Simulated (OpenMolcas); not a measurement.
Pd2+ (d8) on a cation site of an ionic host was computed by SS-CASPT2, IPEA 0.25 Eh, imaginary shift 0.1 Eh with the d shell active (OpenMolcas, ANO-RCC-VTZP on the metal). Its lowest spin-free states, and all those of the highest spin:

```json
{"2S+1": "3", "Degeneracy": "1", "E (cm-1)": "0"}
{"2S+1": "1", "Degeneracy": "2", "E (cm-1)": "5970"}
{"2S+1": "1", "Degeneracy": "1", "E (cm-1)": "13300"}
{"2S+1": "3", "Degeneracy": "3", "E (cm-1)": "17290"}
{"2S+1": "3", "Degeneracy": "3", "E (cm-1)": "22780"}
{"2S+1": "1", "Degeneracy": "3", "E (cm-1)": "23630"}
{"2S+1": "1", "Degeneracy": "3", "E (cm-1)": "26530"}
{"2S+1": "3", "Degeneracy": "3", "E (cm-1)": "35850"}
{"2S+1": "1", "Degeneracy": "2", "E (cm-1)": "43330"}
{"2S+1": "1", "Degeneracy": "3", "E (cm-1)": "43340"}
{"2S+1": "1", "Degeneracy": "1", "E (cm-1)": "55570"}
```

Is the site octahedral, tetrahedral or cube-like, axial, or of lower symmetry?

The states with 2S+1 = 3 have orbital degeneracies 1, 3, 3, 3. Threefold states need a cubic site. For d8 at this spin an octahedron puts the single A2 below the threefold T2 and a tetrahedron or cube puts the threefold T1 below the threefold T2, so the site is octahedral. The first gap at this spin, 17300 cm-1, is |10Dq| in ligand-field theory. The run had Pd2+ with its 6 nearest oxide ions at 2.298 Å, on the Ca site of CaO (a = 4.8105 Å, distance in the model lattice 2.405 Å). The rest of the host is ab initio model potentials to 7.6 Å, with orthogonalisation functions on the cations behind the ligands, and point charges beyond; the distance is set by hand and nothing relaxes. Ligand basis ANO-RCC-VDZP.

Roots that are degenerate in the reference are averaged as groups; the widest CASPT2 spread within a group is 380 cm-1 (the 3-fold group of multiplicity 1 near 23600 cm-1 above the lowest state of its run). Shifts and gaps below about the spread of the groups concerned are not significant. Over all roots computed the reference weight is 0.66 to 0.69; a low but even weight reflects the number of correlated electrons. Real 4d8 and 5d8 ions are as a rule square planar and diamagnetic. The least metal-like active orbital is 84 % on the metal (Löwdin) and no ligand orbital is active, so the numbers are rough. Ligand-to-metal charge-transfer states are missing. With no ligand orbital active B as a rule stays too high, so bands that hang on it stand too high and its fall with covalency is understated. With one d shell and no ligand orbital active, 10Dq can be off by a tenth or more. No measured value stands beside these numbers; the geometry was set by hand and not optimised.
